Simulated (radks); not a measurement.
Results of a calculation; reference values are marked as such.
Species: the holmium ion Ho26+. Configuration: [Kr] 4d5. Code: a radial shooting solver on a logarithmic mesh with Libxc functionals. Model: scalar-relativistic Kohn-Sham, PBEsol, spin-polarised, spherical densities, finite nucleus; open shells are filled with parallel spins first (spin-orbit coupling, left out, can overturn this in heavy ions); Fermi nuclear charge, rms radius 5.2022 fm.

Normalised radial functions P(r) = r R(r), r in bohr:

r,3d up,4p up
0.001373,0.0001,0.0059
0.001759,0.0001,0.0090
0.002236,0.0002,0.0136
0.002865,0.0004,0.0206
0.003672,0.0008,0.0313
0.004668,0.0015,0.0467
0.005981,0.0030,0.0702
0.007604,0.0058,0.1031
0.009744,0.0113,0.1514
0.01239,0.0214,0.2157
0.01587,0.0407,0.3032
0.02018,0.0747,0.4075
0.02586,0.1366,0.5274
0.03287,0.2383,0.6347
0.04212,0.4080,0.6968
0.05355,0.6558,0.6549
0.06862,1.0099,0.4464
0.08794,1.4445,0.0455
0.1118,1.8730,-0.4602
0.1433,2.1962,-0.9046
0.1821,2.2521,-0.9840
0.2334,1.9648,-0.5006
0.2967,1.4212,0.4103
0.3802,0.7980,1.3324
0.4833,0.3412,1.6799
0.6193,0.0971,1.3360
0.7873,0.0181,0.7046
1.009,0.0017,0.2255
1.283,0.0001,0.0430
1.644,0.0000,0.0038

3d up: eigenvalue -2197.9 eV, 0 radial nodes, <r> = 0.206 bohr, 90 % of the charge inside 0.320 bohr. 4p up: eigenvalue -1071.1 eV, 2 radial nodes at r = 0.0900, 0.268 bohr, <r> = 0.499 bohr, 90 % of the charge inside 0.714 bohr.
